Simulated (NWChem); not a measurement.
Correlation energy of H₂Be

SMILES: [BeH2]
```xyz
3

Be     0.0000     0.0000     0.0000
H      0.0000     0.0000     1.3442
H      0.0000     0.0000    -1.3442
```
Charge 0, spin multiplicity 1.

Everything below was run with NWChem. The geometry was optimised at PBE/def2-SVP, a minimum by its harmonic frequencies.

Basis set: 3-21G. Each correlation energy counts from its own Hartree-Fock reference.

The correlated methods keep 1 core orbital frozen. The structure started from a generated list of species. Coupled-cluster values serve here as a point of comparison, not as the truth.

Q: One of these methods gave a correlation energy of -28.2 mHa. Which?
A. MP2
B. CCSD
C. SCS-MP2

A: A, MP2. The others give -33.4 (SCS-MP2), -39.4 (CCSD).
